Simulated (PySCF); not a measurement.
**Spinor energies of Sn (tin, neutral)**

Start: [Kr] 4d10 5s2 5p2; 5p1/2 filled at m_j = -1/2, +1/2. Calculated with PySCF 2.14 in x2c-TZVPPall-2c: generalised Hartree-Fock with the X2C-1e Hamiltonian and a Gaussian nucleus; one run each with spin-orbit coupling (SO) switched off, then screened by Boettger's factors.

```csv
spinor shell,electrons,"ε, spin-free (eV)","ε, screened SO (eV)",weight of nominal j (screened SO),"rms radius, screened SO (bohr)"
1s1/2,2,-29347.0,-29344.2,1.000,0.0333
2s1/2,2,-4523.3,-4522.4,1.000,0.136
2p1/2,2,-4053.5,-4213.4,1.000,0.118
2p3/2,4,-4053.5,-3980.4,1.000,0.123
3s1/2,2,-912.74,-912.41,1.000,0.361
3p1/2,2,-755.43,-785.49,1.000,0.354
3d3/2,4,-513.91,-519.00,1.000,0.340
3d5/2,6,-513.91,-510.12,1.000,0.343
4s1/2,2,-159.96,-159.79,1.000,0.874
4p1/2,2,-110.05,-115.45,1.000,0.930
4p3/2,4,-110.05,-107.38,1.000,0.960
4d3/2,4,-35.516,-36.095,0.994,1.18
4d5/2,6,-35.516,-34.896,0.996,1.19
5s1/2,2,-13.780,-13.718,0.999,2.65
5p1/2,2,-7.171,-7.230,0.630,3.41
```

Problem. Where does 3p3/2 lie, and what is the 3p spin-orbit splitting (screened SO)?

Solution. At -741.47 eV, 44.013 eV above 3p1/2.

```
   quantity    spin-free  screened SO
E (hartree)  -6173.04573  -6174.51513
        M_J            0            0
       ⟨J²⟩        2.012        1.374
       ⟨L²⟩        2.008        2.016
       ⟨S²⟩        2.004        1.960
```

The determinant has a definite M_J but mixes levels of different J.

Each row is a mean over spinors that exchange with the open shell spreads, by up to 3.386 eV (5s1/2).

Rows whose weight is well below 1 are mixtures of j = l ± 1/2: exchange outweighs spin-orbit coupling there, and the label is only the starting occupation.

Breit and QED terms are absent; they matter most for the inner s and p1/2 levels.

Densities and radii are taken from the X2C orbitals without a picture-change correction, which distorts them close to the nucleus.

Without spin-orbit coupling the j labels of p, d and f shells carry no meaning; the spin-free column gives the mean over the occupied spinors of each nl shell.
